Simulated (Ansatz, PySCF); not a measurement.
Zr(OEt)(H)3 (C2H8OZr), SMILES CC[O][ZrH3], multiplicity 1.

The structure is a stationary point at B3LYP-D3(BJ)/def2-SVP. The spin state was assumed, not searched. The def2 effective core potentials stand for the cores of Zr; spin–orbit coupling is left out. Other conformers were not sampled.

Vertical ionisation energy (IE) and electron affinity (EA) in eV. Rows of orbital energies are one-electron estimates. Where ΔSCF, EOM or ADC give a negative EA the extra electron is unbound and the value depends on the basis.

| level | IE | EA |
|---|---|---|
| −ε(HOMO), −ε(LUMO), PBE0/def2-TZVP (PySCF) | 7.87 | 1.65 |
| −ε(HOMO), −ε(LUMO), PBE/def2-TZVP (PySCF) | 6.52 | 2.55 |
| ΔSCF, PBE0/def2-SVPD (Ansatz), final states of multiplicity 2 and 2 | 9.88 | 0.02 |
| ΔSCF, PBE/def2-SVPD (Ansatz), final states of multiplicity 2 and 2 | 9.38 | -0.01 |

Question: What vertical singlet–triplet gap does ΔSCF give with PBE0/def2-SVPD (Ansatz, a first-principles code) and with PBE/def2-SVPD (Ansatz)? (Estimate from the structure and the level; the computed values follow.)

Answer: 3.92 and 3.69 eV (triplet above singlet where positive).
